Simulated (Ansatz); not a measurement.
Consider the ligand exchange at the Si–O bond: `O[Si]O[SiH3]` + dimethylamine → `CN(C)[Si]O` + silanol.

Computed with Ansatz on PBE0-D4/def2-TZVP structures; ΔE is electronic, products minus reactants. CCSD(T)/CBS adds triple-zeta CCSD(T) − MP2 to the extrapolated MP2 energy (def2 sets, frozen cores). This one scheme is used for every species. DFT in def2-TZVPP. Each species was taken in one conformer, which may not be the lowest.

Task: Is it downhill or uphill in electronic energy at CCSD(T)/CBS, and by how much? (Estimate.)

Result: Ansatz gave: Uphill: ΔE = +52.5 kJ/mol.

Task: What do these levels give: PBE0-D4, LC-ωPBE, RPA@PBE/def2-TZVPP, MP2/def2-SVP, CCSD/def2-TZVPP, HF/def2-QZVPP? (Best estimate.)

Result: Computed: PBE0-D4 48.6, LC-ωPBE 54.8, RPA@PBE/def2-TZVPP 54.0, MP2/def2-SVP 50.7, CCSD/def2-TZVPP 56.9, HF/def2-QZVPP 76.8 kJ/mol.

Task: What do rigid-rotor, harmonic-oscillator terms from PBE0-D4/def2-TZVP frequencies (298.15 K, 1 bar) make of the CCSD(T)/CBS value? (An estimate is asked.)

Result: Computed: ΔZPE = -3.9 kJ/mol, ΔH = +49.0 kJ/mol, ΔS = -8 J/(mol·K), ΔG = +51.4 kJ/mol.

Largest T1 diagnostic among the species: 0.014.

From PBE to PBE0 (25 % exact exchange), in def2-TZVPP and without D4, ΔE moves by +3.6 kJ/mol. In def2-TZVPP, CCSD(T) changes the Hartree–Fock value by −22.9 kJ/mol (the triples alone add −4.2 kJ/mol) and MP2 by −26.4 kJ/mol. Leaving LDA and LC-ωPBE aside and taking each functional with its dispersion term where it has one, the values, not all of them listed here, spread over 19.2 kJ/mol, from revPBE-D4 to BHLYP-D4. LDA lies −9.7 kJ/mol from PBE without D4.
